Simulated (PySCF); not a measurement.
# Ionisation energy of Sb(3+) by level of theory

Sb(3+) [Kr] 4d10 5s2 → Sb(4+) [Kr] 4d10 5s1 [5s1/2^1, M_J = 1/2], as a difference of total energies. Calculation: PySCF 2.14, in x2c-TZVPPall-2c (8s9p5d2f, 74 functions); the two-component X2C-1e Hamiltonian. Correlated levels: [Ar] 3d10 frozen; the 6 highest virtual spinors dropped. "Screened" scales the spin-orbit matrix elements by Boettger's factors to mimic the two-electron term; Breit and QED terms are absent.

```csv
method,ionisation energy (eV),error (eV)
GMP2 (spin-free),43.586,-0.218
GHF (screened spin-orbit),41.660,-2.144
GMP2 (screened spin-orbit),43.589,-0.215
```

Reference: 43.804 ± 0.025 eV (measured; NIST Atomic Spectra Database, ionization energies).

Errors of the correlated levels include the incompleteness of this basis and the frozen core.

MP2 underrates the near-degeneracy of ns² with np² in the lower species.
